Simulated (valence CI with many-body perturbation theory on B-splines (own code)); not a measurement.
## E1 transitions of Ce LIII

Calculated by valence CI with perturbative core correlation (CI+MBPT): four valence electrons over a frozen Dirac-Fock core [He], a basis of 11 s, 11 p, 9 d, 7 f, 5 g, 2 h, 1 i functions for each j, with the one-electron correlation potential Σ1 (screened to all orders), the two-electron term Σ2, the three-electron term Σ3, Breit, model QED; selected single and double excitations, second order for the rest (own B-spline code, finite nucleus).

No measured spectrum was set against this ion. As an estimate, large intervals hold to a few tenths of a per cent, small ones and those within an open d or f shell to about a per cent. Among the levels kept, up to 260 cm⁻¹ of a level comes from second order outside the variational space, and about a tenth of that is noise between levels of different J, which matters for small intervals.

Lines 51 to 100 of 274 in falling wavelength, among levels below 511.18 Ry, chosen from the strongest by gf and those to the six lowest levels. Wavelengths and rates use the calculated energies. Electric multipoles are in the length gauge, E1 and E2 with the static RPA response of the core. Weak lines are less certain than strong ones. Lines between different terms over intervals too small for the method are left out, as are lines whose strength nearly cancels. The highest levels of a list are the least certain.

Levels are named by their leading jj configuration (3d3/2^4 stands for four electrons in 3d with j = 3/2), which in mixed levels can hold well under half, so a name can repeat and another be missing. Letters in brackets count levels of one name in rising energy.

| λ vac (nm) | Upper | Lower | A (s⁻¹) | log gf | Branch % |
| --- | --- | --- | --- | --- | --- |
| 5.818 | (2s^2 2p1/2 3p3/2) J=2 | (2s^2 2p1/2 3s) J=1 | 1.69e+11 | -0.37 | 11.6 |
| 5.766 | (2s^2 2p3/2 3p3/2) J=2 | (2s^2 2p3/2 3s) J=1 | 5.35e+10 | -0.88 | 0.2 |
| 5.598 | (2s 2p1/2 2p3/2 3p3/2) J=2 [e] | (2s 2p1/2 2p3/2 3s) J=1 [b] | 7.74e+10 | -0.74 | 0.1 |
| 5.582 | (2s^2 2p1/2 3p3/2) J=1 | (2s^2 2p1/2 3s) J=0 | 1.24e+11 | -0.76 | 1.1 |
| 5.569 | (2s 2p1/2 2p3/2 3p3/2) J=1 [d] | (2s 2p1/2 2p3/2 3s) J=1 [b] | 9.83e+10 | -0.86 | 0.7 |
| 5.558 | (2s 2p1/2^2 3p3/2) J=2 | (2s 2p1/2^2 3s) J=1 | 1.21e+11 | -0.55 | 1.2 |
| 5.524 | (2s 2p1/2 2p3/2 3p3/2) J=2 [a] | (2s 2p1/2 2p3/2 3s) J=2 [a] | 8.24e+10 | -0.72 | 0.1 |
| 5.497 | (2s 2p1/2 2p3/2 3d3/2) J=2 [d] | (2s 2p1/2 2p3/2 3p1/2) J=2 [c] | 4.82e+10 | -0.96 | 0.0 |
| 5.401 | (2s 2p1/2 2p3/2 3p3/2) J=3 [b] | (2s 2p1/2 2p3/2 3s) J=3 | 1.11e+11 | -0.47 | 0.1 |
| 5.372 | (2s 2p1/2 2p3/2 3s) J=2 [c] | (2s^2 2p3/2 3s) J=1 | 6.14e+10 | -0.88 | 0.2 |
| 5.224 | (2s 2p1/2 2p3/2 3s) J=2 [c] | (2s^2 2p3/2 3s) J=2 | 7.47e+10 | -0.82 | 0.2 |
| 4.914 | (2s 2p1/2 2p3/2^2) J=1 [a] | (2s^2 2p3/2^2) J=2 | 1.40e+10 | -1.82 | 0.6 |
| 4.850 | (2p1/2^2 2p3/2 3p1/2) J=2 | (2s 2p1/2 2p3/2 3p1/2) J=3 | 6.35e+10 | -0.95 | 0.0 |
| 4.844 | (2s 2p1/2^2 2p3/2) J=1 | (2s^2 2p1/2 2p3/2) J=2 | 2.86e+10 | -1.52 | 2.0 |
| 4.723 | (2s 2p1/2 2p3/2^2) J=2 [b] | (2s^2 2p3/2^2) J=2 | 1.51e+10 | -1.60 | 0.7 |
| 4.664 | (2s 2p1/2 2p3/2^2) J=1 [b] | (2s^2 2p3/2^2) J=2 | 2.97e+09 | -2.54 | 0.2 |
| 4.551 | (2s 2p1/2^2 2p3/2) J=1 | (2s^2 2p1/2 2p3/2) J=1 | 6.34e+09 | -2.23 | 0.4 |
| 1.911 | (2s 2p1/2 2p3/2^2) J=2 [a] | (2s^2 2p1/2 2p3/2) J=1 | 3.09e+11 | -1.07 | 97.4 |
| 1.852 | (2s 2p1/2 2p3/2^2) J=3 | (2s^2 2p1/2 2p3/2) J=2 | 2.90e+11 | -0.98 | 96.7 |
| 1.781 | (2s 2p3/2^3) J=2 | (2s^2 2p3/2^2) J=2 | 1.10e+12 | -0.58 | 98.7 |
| 1.771 | (2s 2p1/2 2p3/2 3d3/2) J=2 [c] | (2s^2 2p1/2 3d3/2) J=2 | 7.35e+11 | -0.76 | 0.6 |
| 1.769 | (2s 2p1/2 2p3/2 3d5/2) J=3 [c] | (2s^2 2p1/2 3d5/2) J=2 | 1.15e+12 | -0.42 | 0.8 |
| 1.766 | (2s 2p1/2 2p3/2 3d5/2) J=4 [c] | (2s^2 2p1/2 3d5/2) J=3 | 1.05e+12 | -0.35 | 0.6 |
| 1.764 | (2p1/2 2p3/2^3) J=1 | (2s 2p1/2 2p3/2^2) J=1 [a] | 1.19e+12 | -0.78 | 35.5 |
| 1.764 | (2p1/2^2 2p3/2^2) J=2 | (2s 2p1/2^2 2p3/2) J=1 | 8.92e+11 | -0.68 | 42.5 |
| 1.760 | (2s 2p1/2 2p3/2 3p3/2) J=3 [c] | (2s^2 2p1/2 3p3/2) J=2 | 1.16e+12 | -0.42 | 1.4 |
| 1.748 | (2p3/2^4) J=0 | (2s 2p3/2^3) J=1 | 4.34e+12 | -0.70 | 97.9 |
| 1.748 | (2p1/2 2p3/2^3) J=2 | (2s 2p1/2 2p3/2^2) J=2 [b] | 1.88e+12 | -0.37 | 59.7 |
| 1.742 | (2s 2p1/2 2p3/2 3d3/2) J=3 [c] | (2s^2 2p1/2 3d3/2) J=2 | 7.24e+11 | -0.64 | 0.2 |
| 1.741 | (2s 2p1/2 2p3/2 3p3/2) J=2 [d] | (2s^2 2p1/2 3p3/2) J=2 | 9.89e+11 | -0.65 | 1.2 |
| 1.740 | (2s 2p1/2 2p3/2 3d3/2) J=2 [d] | (2s^2 2p1/2 3d3/2) J=1 | 1.08e+12 | -0.61 | 0.3 |
| 1.740 | (2s 2p1/2 2p3/2 3p1/2) J=1 [c] | (2s^2 2p1/2 3p1/2) J=0 | 1.33e+12 | -0.74 | 1.3 |
| 1.736 | (2s 2p1/2 2p3/2 3p1/2) J=2 [c] | (2s^2 2p1/2 3p1/2) J=1 | 1.12e+12 | -0.60 | 8.4 |
| 1.735 | (2s 2p1/2 2p3/2 3p3/2) J=2 [e] | (2s^2 2p1/2 3p3/2) J=1 | 6.84e+11 | -0.81 | 0.7 |
| 1.734 | (2s 2p1/2 2p3/2 3d3/2) J=1 [d] | (2s^2 2p1/2 3d3/2) J=1 | 9.45e+11 | -0.89 | 0.1 |
| 1.733 | (2s 2p1/2 2p3/2 3s) J=1 [b] | (2s^2 2p1/2 3s) J=0 | 1.18e+12 | -0.80 | 1.7 |
| 1.731 | (2s 2p1/2 2p3/2 3s) J=1 [c] | (2s^2 2p1/2 3s) J=1 | 1.19e+12 | -0.79 | 1.6 |
| 1.731 | (2s 2p1/2 2p3/2 3p1/2) J=1 [b] | (2s^2 2p1/2 3p1/2) J=1 | 8.04e+11 | -0.97 | 0.6 |
| 1.728 | (2s 2p1/2 2p3/2 3d3/2) J=1 [c] | (2s^2 2p1/2 3d3/2) J=2 | 1.43e+12 | -0.72 | 0.8 |
| 1.715 | (2p1/2^2 2p3/2 3p1/2) J=2 | (2s 2p1/2^2 3p1/2) J=1 | 8.64e+11 | -0.72 | 0.2 |
| 1.713 | (2s 2p1/2 2p3/2 3s) J=2 [c] | (2s^2 2p1/2 3s) J=1 | 7.36e+11 | -0.79 | 2.0 |
| 1.713 | (2s 2p1/2 2p3/2 3d5/2) J=2 [b] | (2s^2 2p1/2 3d3/2) J=2 | 5.98e+11 | -0.88 | 0.1 |
| 1.712 | (2s 2p1/2 2p3/2 3p3/2) J=2 [c] | (2s 2p1/2^2 3s) J=1 | 8.13e+11 | -0.75 | 2.0 |
| 1.704 | (2s 2p1/2 2p3/2^2) J=1 [a] | (2s^2 2p1/2 2p3/2) J=2 | 9.32e+10 | -1.91 | 4.1 |
| 1.704 | (2s 2p1/2 2p3/2^2) J=0 | (2s^2 2p1/2 2p3/2) J=1 | 1.18e+12 | -1.29 | 100.0 |
| 1.690 | (2s 2p1/2^2 2p3/2) J=1 | (2s^2 2p1/2^2) J=0 | 1.42e+12 | -0.74 | 97.6 |
| 1.680 | (2s 2p1/2 2p3/2^2) J=2 [b] | (2s^2 2p1/2 2p3/2) J=2 | 2.06e+12 | -0.36 | 93.2 |
| 1.673 | (2s 2p1/2 2p3/2^2) J=1 [b] | (2s^2 2p1/2 2p3/2) J=2 | 1.54e+12 | -0.71 | 98.5 |
| 1.666 | (2s 2p1/2 2p3/2^2) J=1 [a] | (2s^2 2p1/2 2p3/2) J=1 | 2.11e+12 | -0.58 | 93.9 |
| 1.651 | (2p1/2^2 2p3/2^2) J=0 | (2s 2p1/2^2 2p3/2) J=1 | 2.38e+12 | -1.01 | 94.8 |

Question: How does gf follow from A for the line at 1.781 nm?

Answer: gf = 1.4992 × (2J+1)_upper × A / σ², with σ = 5614144 cm⁻¹ and 2J+1 = 5: gf = 0.262.
